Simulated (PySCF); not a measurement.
## Relaxation of doublet HSnO

These are results of UPBE0 in PySCF with Sn def2-TZVP with ECP28, O def2-TZVP, H def2-TZVP; scalar-relativistic core potentials, no spin–orbit coupling; density-fitted integrals, not measurements. A (50,194) grid was used.

A hand-made bent start, of Cs symmetry, held to at least that symmetry:

```xyz
3
charge 0 multiplicity 2, angstrom
Sn    0.1686    0.0000   -0.1326
O    -1.3632    0.0000    0.9400
H     1.5775    0.0000    0.8540
```

Q: What forces act on the atoms at the start (eV/Å)?

A: 
```tsv
atom	Fx	Fy	Fz
Sn1	-0.43	0.00	-0.54
O2	-0.02	0.00	0.12
H3	0.45	0.00	0.42
```

Q: What does it relax to?

A: It ends at Cs with Sn–H 1.778 Å, Sn–O 1.914 Å; H–Sn–O 95.9° (after a last refinement on a finer grid). A frequency run shows a minimum.

Q: How much energy is released, and in how many steps?

A: 3.9 kJ/mol in 7 steps.

With an element this heavy the missing spin–orbit coupling can shift these numbers.
